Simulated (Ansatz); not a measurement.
`CN1BNP1`, 11 atoms. Charge 0, multiplicity 1. All runs use 4 threads of a server CPU on a shared host. Correlated methods freeze the cores.

(1) How many basis functions does each run have, and how long does it take in Ansatz? direct RPA on PBE orbitals/def2-TZVPP energy; RHF-CCSD(T)/def2-TZVPP energy; RKS PBE0-D4/def2-QZVPP energy; RHF-MP2/def2-QZVPP energy; RHF-CCSD(T)/def2-SVP energy; RKS B2PLYP (frozen core)/def2-TZVPP energy; RKS PBE0-D4/def2-SVP energy; RKS PBE0-D4/def2-TZVP frequencies; RKS ωB97M-V/def2-TZVPP energy and forces; RKS ωB97X-V/def2-TZVPP energy; RKS PBE0-D4/def2-TZVP relaxation (10 steps); RKS ωB97M-V/def2-QZVPP energy. (Estimate.)

Answers

(1) The calculation gave: Other jobs shared the machine, so times are rough.

| level | job | functions | wall time | peak host memory (GiB) |
| --- | --- | --- | --- | --- |
| RKS PBE0-D4/def2-SVP | energy | 104 | 4.1 s | 0.23 |
| direct RPA on PBE orbitals/def2-TZVPP | energy | 250 | 12 s | 0.7 |
| RHF-CCSD(T)/def2-SVP | energy | 104 | 17 s | 0.48 |
| RKS B2PLYP (frozen core)/def2-TZVPP | energy | 250 | 17 s | 0.67 |
| RKS ωB97X-V/def2-TZVPP | energy | 250 | 20 s | 0.71 |
| RKS PBE0-D4/def2-QZVPP | energy | 478 | 20 s | 1.6 |
| RKS ωB97M-V/def2-TZVPP | energy and forces | 250 | 24 s | 0.86 |
| RKS ωB97M-V/def2-QZVPP | energy | 478 | 35 s | 2 |
| RHF-MP2/def2-QZVPP | energy | 478 | 75 s | 3.1 |
| RKS PBE0-D4/def2-TZVP | relaxation (10 steps) | 197 | 2.1 min | 0.5 |
| RHF-CCSD(T)/def2-TZVPP | energy | 250 | 3.2 min | 5.4 |
| RKS PBE0-D4/def2-TZVP | frequencies | 197 | 6.1 min | 0.52 |
